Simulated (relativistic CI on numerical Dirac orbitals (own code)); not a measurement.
**Ligand-field terms of d9**

Computed with a parametric ligand-field model of a d^n configuration (Racah B and C, spin-orbit zeta, crystal field), exact diagonalisation.

Field parameters in Wybourne normalisation: Oh B⁴₀ = 21Dq, B⁴₄ = √(5/14) B⁴₀. The field is a parameter set, without covalency.

Ground term and bands for B = 710, C = 3390, ζ = 0 cm⁻¹, Oh, 10Dq = 11050 cm⁻¹?

Ground term 2E with 3.00 electrons in the two orbitals of the cubic e set. Spin-allowed: 2T2 11050 cm⁻¹ (905 nm). Lowest spin-forbidden: none.

Ground term and bands for B = 670, C = 2840, ζ = 0 cm⁻¹, Oh, 10Dq = 34850 cm⁻¹?

Ground term 2E with 3.00 electrons in the two orbitals of the cubic e set. Spin-allowed: 2T2 34850 cm⁻¹ (287 nm). Lowest spin-forbidden: none.

Ground term and bands for B = 760, C = 3570, ζ = 0 cm⁻¹, Oh, 10Dq = 21150 cm⁻¹?

Ground term 2E with 3.00 electrons in the two orbitals of the cubic e set. Spin-allowed: 2T2 21150 cm⁻¹ (473 nm). Lowest spin-forbidden: none.

Ground term and bands for B = 450, C = 1680, ζ = 0 cm⁻¹, Oh, 10Dq = 33150 cm⁻¹?

Ground term 2E with 3.00 electrons in the two orbitals of the cubic e set. Spin-allowed: 2T2 33150 cm⁻¹ (302 nm). Lowest spin-forbidden: none.

Ground term and bands for B = 520, C = 2630, ζ = 0 cm⁻¹, Oh, 10Dq = 31200 cm⁻¹?

Ground term 2E with 3.00 electrons in the two orbitals of the cubic e set. Spin-allowed: 2T2 31200 cm⁻¹ (321 nm). Lowest spin-forbidden: none.
